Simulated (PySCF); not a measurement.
Cl₂Hg, SMILES [Hg]([Cl])[Cl] (connectivity only; charge and spin as stated), charge -1, multiplicity 2.

Geometry optimised at PBE-D3(BJ)/def2-SVPD. The spin state was assumed, not searched. The isomer is the one that the SMILES or the coordinates give; other isomers of the formula were not compared. The def2 effective core potentials stand for the cores of Hg; spin–orbit coupling is left out.

Computed with PBE-D3(BJ)/def2-SVPD (PySCF).

Frequencies are harmonic and unscaled.

Computed vibrational spectrum:
| mode | ν (cm⁻¹) | IR (km/mol) | moving atoms (share of kinetic energy) |
|---|---|---|---|
| 1 | 8 | 9.8 | Cl 74 %, Hg 26 % |
| 2 | 172 | 0.6 | Cl 100 % |
| 3 | 179 | 95.9 | Cl 74 %, Hg 26 % |
